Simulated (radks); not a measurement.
Results of a calculation; reference values are marked as such.
Effect of the nuclear size on neutral sulfur, [Ne] 3s2 3p4. Level of theory: Dirac Kohn-Sham, relativistic LDA (MacDonald-Vosko exchange, VWN5 correlation), spin-unpolarised, spherical densities, finite nucleus; open shells fill j = l - 1/2 first; Fermi nuclear charge, rms radius 3.2611 fm (a radial shooting solver on a logarithmic mesh with Libxc functionals). The rms radius is varied about that value; shifts are against it.

rms radius (fm),total energy shift (eV),density at nucleus (e/bohr^3),1s1/2 shift (meV),2s1/2 shift (meV)
2.6871,-0.00324,2925,-1.36,-0.096
2.9513,-0.00182,2920,-0.764,-0.054
3.2611,0,2915,0.000,0.000
3.4274,0.00105,2913,0.441,0.031
3.7992,0.00359,2908,1.50,0.106

Slopes of the eigenvalues against <r^2> in GHz/fm^2, as finite differences over the two radii next to the reference (eigenvalue slopes, not the field-shift constants of lines): 1s1/2 95.9, 2s1/2 6.76.
